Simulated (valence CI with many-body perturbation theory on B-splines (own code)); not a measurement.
**Hf50+: input, log and results**

Calculated by relativistic CI+MBPT: four valence electrons over a frozen Dirac-Fock core [Ar], radial functions for each j: 6 s, 6 p, 5 d, 5 f, 1 g, with the one-electron correlation potential Σ1 (screened to all orders), the two-electron term Σ2, the three-electron term Σ3, Breit, model QED; selected single and double excitations, second order for the rest (own B-spline code, finite nucleus).

Command, and the settings that its task file holds:

```sh
python run_cv.py task.json out
```

```
atom Hf  Z=72  mass_number=180  rms_radius_fm=5.3470
core [Ar]
valence 3d4
avg = 1
basis = S
breit = 1
cap = 10000
capref = 1200
cscale = 1
de = 0.0
dress = 0
eps = 2e-07
h = 0.27
hh = 1
l2 = 3
lcore = 6
maxit = 60
n2 = 5
natural = 1
nlev = 21
nno = [3, 3, 3, 3, 1]
nroot = 26
ns = 2
nsp = [3, 3, 2, 2, 0]
pt2 = 1
qed = 1
rpa = 1
s1 = 1
s2 = 1
s3 = 1
screen = 1
tol = 2e-05
```

It took 49 s on 1 thread of Intel(R) Xeon(R) Processor @ 2.50GHz (Skylake/Cascade Lake), on a shared host.

Log. The first blocks belong to the next ion, which gives the ionisation energy. Fields: 2J, parity (1 odd), roots, reference size, generating configurations, candidates as configurations/state functions, variational space P, stored matrix elements, Davidson steps; e2 is the range of second-order energies in hartree. The first line gives the box (bohr), its intervals, the orbitals and the steps of their self-consistent field. Window is the range of levels sought, series limit the energy at which the first omitted orbital would enter, core excitation an estimate of the first excitation out of the core, left out the lowest levels not solved, and shifts from estimates the range by which levels moved from their first estimate, all in cm⁻¹.

```
rmax 2.2 intervals 56 orbitals 40 references ['3d4', '3d3 4s', '3d3 4p'] scf 3 t 2.5
2J=3 par=0 roots 2 ref 27 generators 3 cand 795/1922 P 367/869 nnz 0 it 0
2J=3 par=0 roots 2 ref 27 generators 4 cand 444/1080 P 553/1334 nnz 0 it 5
   second order: generators 6 cand 640/1476 e2 -0.00004 -0.00001
reference levels 556, estimated 33, window 1553585 1/cm; series limit 24593192, core excitation 2336201
2J=0 par=0 roots 4 ref 17 generators 4 cand 180/284 P 978/1784 nnz 0 it 2
2J=0 par=0 roots 4 ref 17 generators 4 cand 180/284 P 1038/1884 nnz 0 it 4
   second order: generators 6 cand 1252/3110 e2 -0.00002 -0.00001
2J=2 par=0 roots 4 ref 36 generators 3 cand 720/2871 P 670/3364 nnz 2.8e+06 it 4
2J=2 par=0 roots 4 ref 36 generators 3 cand 532/2042 P 918/4385 nnz 4.5e+06 it 4
   second order: generators 4 cand 1062/6872 e2 -0.00006 -0.00003
2J=8 par=0 roots 6 ref 42 generators 4 cand 885/5043 P 464/3554 nnz 3.2e+06 it 5
2J=8 par=0 roots 6 ref 42 generators 4 cand 719/4028 P 973/6411 nnz 9.6e+06 it 5
   second order: generators 6 cand 1721/16263 e2 -0.00006 -0.00003
2J=4 par=0 roots 7 ref 51 generators 4 cand 902/5218 P 496/3565 nnz 3.1e+06 it 4
2J=4 par=0 roots 7 ref 51 generators 4 cand 738/4202 P 1022/6596 nnz 9.7e+06 it 5
   second order: generators 6 cand 990/9566 e2 -0.00006 -0.00003
2J=6 par=0 roots 5 ref 49 generators 3 cand 915/5710 P 430/3551 nnz 3.3e+06 it 4
2J=6 par=0 roots 5 ref 49 generators 3 cand 774/4707 P 912/6706 nnz 1.1e+07 it 5
   second order: generators 3 cand 292/1552 e2 -0.00006 -0.00004
2J=10 par=0 roots 2 ref 25 generators 2 cand 728/3306 P 483/3337 nnz 3.1e+06 it 4
2J=10 par=0 roots 2 ref 25 generators 2 cand 600/2491 P 720/4545 nnz 5.3e+06 it 4
   second order: generators 2 cand 363/1283 e2 -0.00006 -0.00006
2J=12 par=0 roots 2 ref 14 generators 2 cand 426/1489 P 552/2722 nnz 2e+06 it 4
2J=12 par=0 roots 2 ref 14 generators 2 cand 383/1278 P 762/3418 nnz 3e+06 it 4
   second order: generators 2 cand 173/582 e2 -0.00003 -0.00003
left out: unestimated 2371890, estimated 1757765, shifts from estimates -182 to 8
operators 3.8
```

The Davidson iterations converged.

No measured spectrum was set against this ion. As an estimate, large intervals hold to a few tenths of a per cent, small ones and those within an open d or f shell to about a per cent. Only levels of the ground parity were solved; by the run's estimate the other parity begins above the list, which can be wrong where configurations are misplaced.

```yaml
Valence_energy: -702.0952 hartree
Ionisation_energy: "4573 eV (NIST: 4573 ± 4 eV (theoretical))"
Reference_configurations_for_the_orbitals: 3d4, 3d3 4s, 3d3 4p
Radial_orbitals: 40
Box_radius: 2.247 bohr
Largest_variational_space: 6706
Lowest_levels: (3d3/2^4) J=0 0, (3d3/2^3 3d5/2) J=1 446920, (3d3/2^3 3d5/2) J=4 540690, (3d3/2^3 3d5/2) J=2 562310, (3d3/2^3 3d5/2) J=3 589520, (3d3/2^2 3d5/2^2) J=0 [a] 961860, (3d3/2^2 3d5/2^2) J=2 [a] 968360, (3d3/2^2 3d5/2^2) J=4 [a] 984220, (3d3/2^2 3d5/2^2) J=3 [a] 999920, (3d3/2^2 3d5/2^2) J=5 1029600, (3d3/2^2 3d5/2^2) J=6 1052100, (3d3/2^2 3d5/2^2) J=1 1068100, (3d3/2^2 3d5/2^2) J=3 [b] 1094400, (3d3/2^2 3d5/2^2) J=4 [b] 1096500 cm⁻¹
```

Levels are named by their leading jj configuration (3d3/2^4 stands for four electrons in 3d with j = 3/2), which in mixed levels can hold well under half, so a name can repeat and another be missing. Letters in brackets count levels of one name in rising energy.
